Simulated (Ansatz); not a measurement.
Relaxation of C2H9NSi2 (14 atoms, charge 0, multiplicity 1), to a largest force component of 0.015 eV/Å in at most 40 steps.

These are results of Ansatz 0.2.0, RKS B3LYP-D4/def2-SVP, not measurements.

```xyz
14
Properties=species:S:1:pos:R:3
N -0.737 2.126 -0.533
Si -0.816 0.498 -0.279
C 0.211 -0.041 1.208
C 0.751 -1.411 0.615
Si 0.726 -0.834 -1.232
H -1.267 2.673 0.208
H -1.268 2.411 -1.390
H -2.172 0.037 -0.230
H 1.084 0.659 1.454
H -0.329 -0.123 2.174
H -0.064 -2.228 0.784
H 1.666 -1.775 0.992
H 1.978 -0.171 -1.585
H 0.226 -1.850 -2.157
```

Q: Where does it end, and by what steps?

A: The forces met the threshold. After 19 steps the energy has fallen by 0.779 eV; H7 moved furthest, 1.26 Å.

```tsv
step	energy less start (eV)	largest force component (eV/Å)	accepted
0	0.0000	4.662	yes
1	-0.5876	1.839	yes
2	-0.6789	0.356	yes
3	-0.6722	0.470	no
4	-0.6935	0.111	yes
5	-0.6986	0.051	yes
6	-0.7001	0.495	yes
7	-0.7126	0.125	yes
8	-0.6026	0.780	no
9	-0.7207	0.095	yes
10	-0.7273	0.440	yes
11	-0.7456	0.146	yes
12	-0.7623	0.288	yes
13	-0.7697	0.327	yes
14	-0.7760	0.082	yes
15	-0.7777	0.121	yes
16	-0.7781	0.143	yes
17	-0.7789	0.039	yes
18	-0.7789	0.031	yes
19	-0.7791	0.013	yes
```

```xyz
14
Properties=species:S:1:pos:R:3
N -1.082 2.245 -0.382
Si -0.871 0.541 -0.164
C 0.286 -0.071 1.240
C 0.744 -1.417 0.600
Si 0.606 -0.937 -1.262
H -1.982 2.625 -0.656
H -0.320 2.846 -0.678
H -2.248 -0.025 -0.028
H 1.141 0.626 1.310
H -0.139 -0.161 2.254
H 0.010 -2.213 0.812
H 1.724 -1.777 0.955
H 1.871 -0.292 -1.740
H 0.246 -2.019 -2.231
```

Whether the end is a true minimum wasn't checked by a vibrational analysis.

Time of the run: 78 s on 2 threads of Arm Neoverse V1, with other jobs on the host, peak memory 0.3 GiB.
